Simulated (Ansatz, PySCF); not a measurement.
F2GeH4Si, SMILES F[SiH](F)[GeH3].

Geometry: PBE0-D3(BJ)/def2-SVP. This is a generated structure with no PubChem entry under its InChIKey; it may be hypothetical.

Vertical ionisation energy (IE) and electron affinity (EA) in eV. Rows of orbital energies are one-electron estimates. Where ΔSCF, EOM or ADC give a negative EA the extra electron is unbound and the value depends on the basis.

```json
[
 {"level": "−ε(HOMO), −ε(LUMO), M06-2X/def2-TZVP (PySCF)", "IE": "9.70", "EA": "-0.46"},
 {"level": "−ε(HOMO), −ε(LUMO), PBE/def2-TZVP (PySCF)", "IE": "7.34", "EA": "1.17"},
 {"level": "ΔSCF, PBE0/def2-SVPD (Ansatz), final states of multiplicity 2 and 2", "IE": "10.80", "EA": "-1.14"},
 {"level": "ΔSCF, PBE/def2-SVPD (Ansatz), final states of multiplicity 2 and 2", "IE": "10.47", "EA": "-1.01"}
]
```

What vertical singlet–triplet gap does ΔSCF give with PBE0/def2-SVPD (Ansatz, a first-principles code) and with PBE/def2-SVPD (Ansatz)? (Estimate from the structure and the level; the computed values follow.)

6.15 and 5.84 eV (triplet above singlet where positive).
